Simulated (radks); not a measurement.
All-electron atom: Ir+ in [Xe] 4f14 5d7 6s1 (the NIST ground configuration). Calculated with a radial shooting solver on a logarithmic mesh with Libxc functionals: scalar-relativistic Kohn-Sham, exchange-only r2SCAN, spin-polarised, spherical densities, finite nucleus; open shells are filled with parallel spins first (spin-orbit coupling, left out, can overturn this in heavy ions); meta-GGA in the generalised Kohn-Sham scheme; Fermi nuclear charge, rms radius 5.4032 fm. Some entries of the table are withheld. Estimate them.

orbital,occ.,eigenvalue (hartree),<r^2> (bohr^2)
1s up,1,-2800.570,0.0004197
1s down,1,-2800.570,0.0004197
2s up,1,-491.1834,0.006417
2s down,1,-491.1731,0.006417
2p up,3,-426.7032,0.005365
2p down,3,-426.6952,0.005365
3s up,1,-115.4888,0.04140
3s down,1,-115.4874,0.04140
3p up,3,-96.54248,0.04239
3p down,3,-96.54026,0.04239
3d up,5,-75.63255,0.03518
3d down,5,-75.62636,0.03518
4s up,1,-25.09825,0.2021
4s down,1,-25.08896,0.2022
4p up,3,-18.85099,0.2303
4p down,3,-18.84258,0.2303
4d up,5,-11.13083,0.2647
4d down,5,-11.12052,0.2644
5s up,1,-3.97691,1.093
5s down,1,-3.90431,1.078
4f up,7,-2.56838,0.3532
4f down,7,-2.55179,0.3492
5p up,3,-2.37735,1.478
5p down,3,-2.28258,1.444
5d up,5,-0.57971,3.298
6s up,1,(1),8.051
5d down,2,-0.45132,3.335
6s down,0,(2),9.402

Answer. 
(1) 6s up eigenvalue (hartree): -0.51042
(2) 6s down eigenvalue (hartree): -0.37986
